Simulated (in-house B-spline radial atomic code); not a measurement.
## Response and correlation of Mn7+

Closed shell [Ne] 3s2 3p6. Computed with a B-spline radial code for spherical atoms: Dirac-Hartree-Fock, relativistic RPA (time-dependent Dirac-Hartree-Fock) for the response and second-order many-body perturbation theory for correlation, no-pair Dirac-Coulomb Hamiltonian, finite nucleus.

```csv
"multipole (bohr³, bohr⁵, bohr⁷)",uncoupled,coupled RPA
dipole,0.68495,0.62709
quadrupole,0.39778,0.44628
octupole,0.61165,?
```

Question: What is the coupled octupole polarisability?

Answer: 0.75697 atomic units, +24 % against the uncoupled value.

Question: Which subshells carry the dipole polarisability?

Answer: 3p3/2 65.9 %, 3p1/2 31.5 %, 3s1/2 2.4 %.

Question: What does the dipole shielding factor come to?

Answer: The dipole shielding factor is 0.720, against the exact N/Z = 18/25 = 0.720 of the non-relativistic theorem.

Dipole polarisability at imaginary frequency:

| u (Eh) | α(iu) (bohr³) |
| --- | --- |
| 0 | 0.6271 |
| 1.13 | 0.5295 |
| 3.39 | 0.2528 |
| 6.79 | 0.1056 |
| 11.3 | 0.05077 |
| 22.6 | 0.01793 |
| 45.3 | 0.005945 |
| 113 | 0.001186 |

Question: What dispersion coefficients follow for two such ions (the dispersion part alone)?

Answer: C6 = (3/π)∫α(iu)²du = 0.8297 hartree·bohr⁶ and C8 = 3.752 hartree·bohr⁸.

Lowest J = 1 odd-parity excitations:

```
energy (eV)  oscillator strength  leading channel  weight
     45.741             0.000348     3p3/2 → d3/2   0.598
     52.359              0.00516     3p1/2 → d3/2   0.504
     66.452                 3.14     3p3/2 → d5/2   0.557
     100.21               0.0969     3p3/2 → s1/2   0.832
     101.93                0.256     3p1/2 → s1/2   0.831
     126.16              0.00554     3p3/2 → d3/2   0.593
     127.85                0.279     3p3/2 → d5/2   0.649
     129.37                0.114     3p1/2 → d3/2   0.933
```

Second-order correlation energy by the highest angular momentum of the excited pair (hartree): s -0.02037, p -0.1688, d -0.4345, f -0.1151, g -0.04578, h -0.01722, i -0.007917, k -0.00412.

Question: What is the second-order correlation energy at the partial-wave limit?

Answer: The listed waves sum to -0.81383 hartree; extrapolating the increments as (l + 1/2)⁻⁴ gives -0.82225 hartree, -1.24 eV per electron.
